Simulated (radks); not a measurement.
Ionisation of the sulfur ion S3+, [Ne] 3s2 3p1, to [Ne] 3s2 as the strength of local exchange is varied. Method: non-relativistic Kohn-Sham, Slater X-alpha exchange (alpha = 2/3 is LDA exchange), no correlation, spin-unpolarised, spherical densities, point nucleus; computed with a radial shooting solver on a logarithmic mesh with Libxc functionals.

alpha  E(S3+) (hartree)  exchange (hartree)  IE (eV)  -e of the level emptied (eV)  <r> of it (bohr)
0.667        -393.12510           -21.92285   45.550                   38.994 (3p)             1.671
0.676        -393.42100           -22.23126   45.693                   39.133 (3p)             1.668
0.763        -396.28996           -25.22982   47.086                   40.493 (3p)             1.644
0.913        -401.27324           -30.47329   49.540                   42.896 (3p)             1.603
0.916        -401.37338           -30.57911   49.590                   42.945 (3p)             1.603

NIST Atomic Spectra Database: 47.22 eV (semi-empirical). The Delta-SCF value meets it near alpha = 0.77. Spin polarisation and multiplet splitting are left out, so open shells lie too high by an amount that depends on their filling.

Beside tabulated values, note that spin-unpolarised runs miss the spin-polarisation part of the exchange energy of open shells.
